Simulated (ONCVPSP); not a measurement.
## silicon (Si): excitation energies, all-electron against ONCV

* Element: Si
* Generator: ONCVPSP 4.0.1
* Type: optimised norm-conserving Vanderbilt (ONCV)
* Functional: PBEsol
* Relativity: scalar-relativistic
* Frozen core: [Ne]
* Valence charge: 4
* Reference configuration: 3s2 3p2
* Partial waves: 3s: rc 1.55 bohr, ncon 4, nbas 8, qcut 4.4 1/bohr, local; 3p: rc 1.55 bohr, ncon 3, nbas 7, qcut 5.2 1/bohr, 1 projector; d scattering state at 0.03 Ha: rc 1.95 bohr, ncon 3, nbas 7, qcut 5.8 1/bohr, 2 projectors, debl 3 Ha
* Local potential: the s channel
* Core correction: Teter function, fcfact 4.75, rcfact 1.75

Energies are relative to the spin-unpolarised reference configuration 3s2 3p2; without spin polarisation the order of configurations can differ from experiment.

```tsv
valence configuration	charge	ΔE all-electron (eV)	error AE − PS (meV)
3s2 3p1	+1	7.713	+0.7
3s2 3p0	+2	23.676	-29
3s1 3p0	+3	57.576	-307
3s1 3p3	0	6.793	-6.3
```

Levels in the configuration 3s1 3p3:

```json
{"level": "3s", "all-electron (eV)": "-11.517", "pseudo (eV)": "-11.534"}
{"level": "3p", "all-electron (eV)": "-4.645", "pseudo (eV)": "-4.650"}
```
